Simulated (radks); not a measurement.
The numbers below are computed, except where a source is named.
N-, 8 electrons, occupied as [He] 2s2 2p4.

Code: a radial shooting solver on a logarithmic mesh with Libxc functionals. Model: non-relativistic Kohn-Sham, LDA (Slater exchange, Perdew-Wang correlation), spin-polarised, spherical densities, point nucleus; open shells are filled with parallel spins first; Watson sphere of charge +1 and radius 2.2 bohr.

Energy parts (eV; the electron-nucleus part includes the sphere):
| part | energy |
|---|---|
| total | -1568.437 |
| kinetic | 1474.566 |
| electron-nucleus | -3671.864 |
| Hartree | 807.731 |
| exchange-correlation | -178.870 |

Orbitals (lengths in bohr, moments of r in powers of bohr; r(90%) holds 90 % of the orbital's charge):
| orbital | occ. | eigenvalue (eV) | <1/r> | r(90%) |
|---|---|---|---|---|
| 1s up | 1 | -378.1373 | 6.585 | 0.416 |
| 1s down | 1 | -377.0951 | 6.598 | 0.414 |
| 2s up | 1 | -18.4928 | 1.065 | 2.22 |
| 2s down | 1 | -16.0279 | 1.031 | 2.31 |
| 2p up | 3 | -7.4809 | 0.8904 | 2.76 |
| 2p down | 1 | -5.2769 | 0.8237 | 3.12 |

The highest occupied level is 2p down at -5.277 eV. The density falls to 0.001 e/bohr^3 at r = 3.78 bohr. The spin density at the nucleus is -0.0003 e/bohr^3 (1s -0.3297, 2s 0.3294), a Fermi contact field of -0.0149 T. The electron density at the nucleus is 202.9 e/bohr^3.
